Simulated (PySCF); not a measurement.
## Two-component Hartree-Fock for Sb (antimony, neutral)

Start: [Kr] 4d10 5s2 5p2 5d1; 5p3/2 filled at m_j = +1/2, +3/2; 5d5/2 filled at m_j = +5/2. Calculated with PySCF 2.14 in x2c-TZVPall-2c with one added diffuse shell each of s, p, d, f type (9s10p6d3f, 90 functions): generalised Hartree-Fock with the X2C-1e Hamiltonian and a Gaussian nucleus; one run each with spin-orbit coupling (SO) switched off, then screened by Boettger's factors. This is a chosen level, not necessarily the ground level.

```csv
spinor shell,electrons,"ε, spin-free (eV)","ε, screened SO (eV)",weight of nominal j (screened SO),"rms radius, screened SO (bohr)"
1s1/2,2,-30647.8,-30644.8,1.000,0.0325
2s1/2,2,-4761.9,-4761.1,1.000,0.133
2p1/2,2,-4268.2,-4443.1,1.000,0.115
2p3/2,4,-4268.2,-4188.9,1.000,0.120
3s1/2,2,-977.15,-976.97,1.000,0.352
3p1/2,2,-812.30,-845.60,1.000,0.345
3p3/2,4,-812.30,-797.16,1.000,0.356
3d3/2,4,-561.39,-567.23,1.000,0.329
3d5/2,6,-561.39,-557.38,1.000,0.332
4s1/2,2,-179.82,-179.82,1.000,0.843
4p1/2,2,-126.89,-133.13,1.000,0.893
4p3/2,4,-126.89,-124.11,1.000,0.922
4d3/2,4,-47.563,-48.399,0.994,1.10
4d5/2,6,-47.563,-47.057,0.996,1.11
5s1/2,2,-19.335,-19.375,0.999,2.37
5p3/2,2,-11.487,-11.429,0.703,2.99
5d5/2,1,-1.801,-1.785,1.000,5.85
```

| quantity | spin-free | screened SO |
| --- | --- | --- |
| E (hartree) | -6476.90677 | -6478.56355 |
| M_J | 9/2 | 9/2 |
| ⟨J²⟩ | 24.766 | 24.762 |
| ⟨L²⟩ | 12.013 | 12.594 |
| ⟨S²⟩ | 3.753 | 3.568 |

Each row is a mean over spinors that exchange with the open shell spreads, by up to 3.986 eV (5s1/2).

Rows whose weight is well below 1 are mixtures of j = l ± 1/2: exchange outweighs spin-orbit coupling there, and the label is only the starting occupation.

Breit and QED terms are absent; they matter most for the inner s and p1/2 levels.

Densities and radii are taken from the X2C orbitals without a picture-change correction, which distorts them close to the nucleus.

Without spin-orbit coupling the j labels of p, d and f shells carry no meaning; the spin-free column gives the mean over the occupied spinors of each nl shell.
